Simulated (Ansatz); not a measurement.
Species: C$_{6}$H$_{8}$N, net charge 0, doublet state. It need not be the lowest isomer of its formula. 
Structure (B3LYP-D3(BJ)/def2-TZVP (Ansatz, a quantum-chemistry and plane-wave program) minimum search):
```xyz
15

C      2.4990    -0.4846     0.2380
C      1.2116    -0.0606    -0.0179
C      0.7305     1.0108    -0.8112
C     -0.6688     1.0148    -0.7401
C     -1.0665    -0.0310     0.0802
N      0.0712    -0.6668     0.5059
C     -2.4213    -0.4784     0.4940
H      2.7017    -1.3331     0.8758
H      3.3364     0.0334    -0.2023
H      1.3583     1.6898    -1.3635
H     -1.3407     1.7012    -1.2292
H      0.0890    -1.4651     1.1151
H     -2.6224    -1.5077     0.1802
H     -3.1792     0.1615     0.0450
H     -2.5482    -0.4374     1.5805
```
Charge 0, spin multiplicity 2.

Basis-set convergence of Hartree-Fock and MP2 correlation energies (hartree) with Ansatz. Valence correlation only, unless marked. Open shells are spin-unrestricted. No spin-orbit coupling. No relativistic terms.

The UHF reference is spin-contaminated (<S^2> 0.27 over the pure value in the largest basis). 

```tsv
basis	functions	E(HF)	E(corr, MP2)
cc-pVDZ	138	-286.30809	-0.92700
cc-pVTZ	322	[?]	[?]
```

### Question
What belongs in the gaps?

### Answer

- cc-pVTZ, E(HF): -286.38327
- cc-pVTZ, E(corr, MP2): -1.13688
